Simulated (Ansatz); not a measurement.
```yaml
crystal:
  periodic: [true, true, true]
  atoms:
    - {symbol: C, position_ang: [1.163330, -1.372686, 0.895390]}
    - {symbol: C, position_ang: [0.309892, -0.602148, 0.373718]}
    - {symbol: Ge, position_ang: [-0.727506, 0.634216, -0.166316]}
    - {symbol: Cl, position_ang: [-2.191913, -0.171056, -1.415272]}
    - {symbol: Cl, position_ang: [0.419418, 1.714975, -1.681592]}
    - {symbol: Cl, position_ang: [-1.313308, 1.832037, 1.683141]}
    - {symbol: H, position_ang: [1.937067, -2.380080, 0.984979]}
basis:
  gaussian: {orbitals: def2-TZVPD}
magnetization: {spin_polarized: true, initial_magnetization: 0}
hamiltonian: {xc: {name: PBE0-DH}}
scf: {lower_state_search: full}
output: {forces: true}
```

```sh
$ ansatz run in.yaml --threads 2 --pin off --events-out ev --progress --plain --max-ram 32768MiB --backend cpu
```

It prints (some lines left out):

```
Error: YAML parse error: error: line 2 column 3: crystal: missing field `lattice` (a structure is typed as `lattice` and `atoms`, a molecule's as `atoms` in Å alone, or read from a run's directory, `checkpoint`)
 --> <input>:2:3
1 | crystal:
2 |   periodic: [true, true, true]
3 |   atoms:
4 |     - {symbol: C, position_ang: [1.163330, -1.372686, 0.895390]}
```

(1) Something in this input is off. What?

## Answers

(1) The molecule is marked periodic without a cell. The input was rejected before any iteration.
